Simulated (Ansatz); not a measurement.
Basis-set extrapolation for C2H4F2Si (PBE0-D4/def2-TZVP geometry, frozen core, the Gaussian-basis code of Ansatz). Multiplicity 1, RHF reference.

```csv
,def2-TZVPP,def2-QZVPP
HF,-566.075778,-566.098671
MP2 correlation,-0.937721,-1.016587
CCSD(T) correlation,-1.003332,not run
```

Energies in hartree. Use E(X) = E(∞) + A·exp(−7.88·√X) for Hartree–Fock and E(X) = E(∞) + B·X^(−2.97) for correlation, with X = 3 and 4, and add CCSD(T) minus MP2 of the smaller set to the MP2 limit.

Problem. What is the CCSD(T) energy at the basis-set limit?

Solution. HF limit: -566.098671 + (-0.022893) × 0.13774 = -566.10182. MP2 limit: -1.016587 + (-0.078866) × 0.74074 = -1.07501. Higher-order term: -1.003332 − (-0.937721) = -0.06561. Total: -567.24244 hartree, 428.8 kJ/mol below CCSD(T)/def2-TZVPP.
